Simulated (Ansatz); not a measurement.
The inner images of a band of CH₇NSeSi (11 atoms, charge 0, multiplicity 1) are given out of order.

Level of theory: RKS PBE0-D4/def2-SVP in Ansatz.

Initial state:

```xyz
11
Properties=species:S:1:pos:R:3
N -0.110 1.313 -0.022
C 0.591 0.688 1.062
Se 1.340 -1.041 0.469
Si -0.444 -1.494 -0.885
H 0.528 1.684 -0.723
H -0.718 2.065 0.297
H 1.449 1.246 1.483
H -0.114 0.480 1.880
H -1.737 -1.315 -0.160
H -0.456 -0.741 -2.172
H -0.266 -2.944 -1.208
```

Final state:

```xyz
11
Properties=species:S:1:pos:R:3
N 0.536 1.756 -0.217
C 0.673 0.867 0.870
Se 1.160 -1.065 0.465
Si -0.832 -1.635 -0.457
H 1.371 1.796 -0.794
H -0.254 1.533 -0.816
H 1.499 1.171 1.528
H -0.246 0.829 1.470
H -1.948 -1.554 0.537
H -1.183 -0.725 -1.596
H -0.710 -3.031 -0.969
```

Question: Put them in order from the first end to the last, with their energies above the first end.
A.
```xyz
11
Properties=species:S:1:pos:R:3
N 0.420 1.749 -0.082
C 0.716 0.807 0.925
Se 1.217 -1.080 0.361
Si -0.781 -1.590 -0.581
H 1.167 1.843 -0.765
H -0.445 1.551 -0.576
H 1.603 1.108 1.501
H -0.126 0.698 1.622
H -1.899 -1.340 0.383
H -1.061 -0.773 -1.806
H -0.746 -3.031 -0.963
```
B.
```xyz
11
Properties=species:S:1:pos:R:3
N 0.172 1.649 0.057
C 0.724 0.789 1.029
Se 1.234 -1.105 0.490
Si -0.614 -1.518 -0.756
H 0.729 1.721 -0.790
H -0.790 1.434 -0.185
H 1.683 1.175 1.402
H 0.038 0.680 1.879
H -1.846 -1.055 -0.041
H -0.586 -0.836 -2.088
H -0.678 -2.991 -0.977
```
C.
```xyz
11
Properties=species:S:1:pos:R:3
N -0.061 1.280 -0.059
C 0.661 0.701 1.033
Se 1.276 -1.133 0.571
Si -0.487 -1.482 -0.837
H 0.530 1.747 -0.740
H -0.814 1.895 0.233
H 1.571 1.241 1.351
H 0.000 0.606 1.904
H -1.792 -1.166 -0.183
H -0.384 -0.789 -2.153
H -0.434 -2.957 -1.098
```
D.
```xyz
11
Properties=species:S:1:pos:R:3
N 0.066 1.425 -0.015
C 0.712 0.743 1.023
Se 1.203 -1.189 0.623
Si -0.541 -1.510 -0.790
H 0.586 1.790 -0.797
H -0.901 1.691 0.069
H 1.680 1.182 1.312
H 0.072 0.702 1.914
H -1.839 -1.094 -0.171
H -0.399 -0.814 -2.105
H -0.574 -2.982 -1.043
```
E.
```xyz
11
Properties=species:S:1:pos:R:3
N 0.286 1.711 0.008
C 0.715 0.785 0.982
Se 1.261 -1.075 0.374
Si -0.688 -1.551 -0.683
H 0.952 1.825 -0.752
H -0.624 1.491 -0.385
H 1.630 1.130 1.484
H -0.062 0.633 1.743
H -1.845 -1.142 0.176
H -0.834 -0.842 -1.994
H -0.726 -3.021 -0.932
```

Answer: C (+0.016 eV), D (+0.090 eV), B (-0.034 eV), E (-0.043 eV), A (-0.047 eV).

Run time: 4.3 min on 2 threads of Intel(R) Xeon(R) CPU @ 2.80GHz (Skylake/Cascade Lake), with other jobs on the host, peak memory 0.31 GiB.
